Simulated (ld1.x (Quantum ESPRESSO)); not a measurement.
Values are calculated unless marked as measured or tabulated.
Hardness and transferability of assorted potentials

Generated with ld1.x 7.5 (TM, RRKJ, ultrasoft, PAW), atompaw 4.2 or ONCVPSP 4.0.1. The cutoff is in Ry: for ld1.x and atompaw files where the sum of valence levels is converged to 10 mRy in a Bessel basis, for ONCV files where the hardest occupied wave has 1 mHa per electron of residual kinetic energy. The error is the largest all-electron minus pseudo excitation energy over each file’s own four to seven test configurations (ionisations up to +4, promotions, holes and added fractions of an electron), all of which were solved. The labels leave out finer settings (local radius, basis sizes, second energies), which also bear on the numbers. Spin-polarised tests are not counted. The rows are a selection from randomly drawn settings: files with unsolved tests, undetermined cutoffs or missed reference levels are left out.

A true bound ghost makes a file unfit for plane-wave use even where its test errors are small: the radial tests pick states by their node count and pass the ghost by.

```tsv
element	potential	cutoff (Ry)	largest error (meV)	bound ghosts
O	TM, PBE, scalar-relativistic, rc 0.75/1.20 (sp), local s, core correction yes, reference 2s1.75 2p4.25	90	+71	none
S	PAW, LDA (PZ), scalar-relativistic, rc 1.30/1.30/1.30 (spd), local d, core correction yes, reference 3s1.75 3p4.25	21	-122	s
Zn	TM semilocal, PBE, scalar-relativistic, rc 1.75/2.65/0.90/2.25 (spdf), local f, core correction no, reference 3d10 4s0.5 4p0	260	-235	none
I	TM semilocal, PBE, scalar-relativistic, rc 1.55/2.00/1.25 (spd), local d, core correction no, reference 4d10 5s2 5p5	120	-306	none
Bi	RRKJ, PBEsol, scalar-relativistic, rc 1.80/1.75/1.85 (spd), local s, core correction no, reference 5d10 6s2 6p3	50	-65	p
```

(1) Fill in the row for P: RRKJ, PBEsol, scalar-relativistic, rc 1.50/1.65/1.30 (spd), local s, core correction yes, reference 3s2 3p2.

## Answers

(1) cutoff 35 Ry, largest error +146 meV, bound ghosts: none.
